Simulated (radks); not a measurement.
Task: These are the eigenvalues of the occupied orbitals of an atom or ion with whole-number occupations (Ry). Calculated with a radial shooting solver on a logarithmic mesh with Libxc functionals: scalar-relativistic Kohn-Sham, SCAN, spin-polarised, spherical densities, finite nucleus; meta-GGA in the generalised Kohn-Sham scheme; Fermi nuclear charge, rms radius of each element as measured or else 0.836 A^(1/3) + 0.57 fm.

| orbital | eigenvalue |
|---|---|
| 1s down | -1314.194 |
| 1s up | -1314.193 |
| 2s up | -183.9387 |
| 2s down | -183.9229 |
| 2p up | -163.9240 |
| 2p down | -163.9125 |
| 3s up | -31.42162 |
| 3s down | -31.41512 |
| 3p up | -24.83078 |
| 3p down | -24.82285 |
| 3d up | -14.07693 |
| 3d down | -14.06241 |
| 4s up | -5.23179 |
| 4s down | -5.13359 |
| 4p up | -3.56513 |
| 4p down | -3.44586 |
| 4d up | -1.30712 |

Which element is it, and in what charge state? The configuration may be excited. Open shells, if any, are filled with parallel spins first.

Result: Z = 40, zirconium, charge +2: Zr2+ in [Kr] 4d2. The list shows which subshells hold electrons but not how many an open one holds; the 1s level, -657.1 hartree, gives Z - s = 36.3 by -(Z - s)^2/2, which with screening and relativity narrows Z to a few neighbours, and the depths of the outer levels then fix element, charge and occupations together.
